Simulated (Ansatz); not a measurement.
The same path of H$_{5}$NOSi$_{2}$ (9 atoms, charge 0, multiplicity 1) was run 3 times with different band settings. The coordinate that changes most is the dihedral H6–N1–Si2–O3.

Level of theory: RKS BLYP-D4/def2-SVP in Ansatz.

Relaxed end points:

```xyz
9
Properties=species:S:1:pos:R:3
N -0.779 2.044 -0.981
Si -1.420 0.613 -0.234
O 0.068 -0.165 0.078
Si 0.693 -1.572 0.742
H 0.221 2.233 -1.124
H -1.376 2.799 -1.329
H -0.403 -2.482 1.225
H 1.504 -2.293 -0.293
H 1.582 -1.224 1.900
```

```xyz
9
Properties=species:S:1:pos:R:3
N -0.780 2.046 -0.976
Si -1.420 0.608 -0.242
O 0.069 -0.165 0.075
Si 0.693 -1.573 0.739
H -1.378 2.802 -1.322
H 0.220 2.239 -1.113
H -0.403 -2.482 1.222
H 1.504 -2.295 -0.296
H 1.583 -1.226 1.896
```

Common settings: movable images 7; climbing image yes; start path IDPP; force threshold 0.05 eV/Å; iteration limit 60; end points relaxed.

| run | spring | optimiser | largest step |
| --- | --- | --- | --- |
| 1 | 5.0 eV/Å² | quadratic models (default) | default |
| 2 | 2.0 to 10.0 eV/Å², energy-weighted | quadratic models (default) | default |
| 3 | 5.0 eV/Å² | fire | 0.5 Å |

What does each run give, and how far can it be trusted?

Run 1: converged after 8 iterations, highest image 0.733 eV above the first end. A vibrational analysis at the climbing image gives one clearly imaginary mode, 495i cm⁻¹: a first-order saddle point.
Run 2: converged after 8 iterations, highest image 0.733 eV above the first end. Another band between the same ends (7 images) ends at a top of the same energy, where a vibrational analysis finds 1 clearly imaginary mode.
Run 3: converged after 48 iterations, highest image 0.735 eV above the first end. Another band between the same ends (7 images) ends at a top of the same energy, where a vibrational analysis finds 1 clearly imaginary mode.
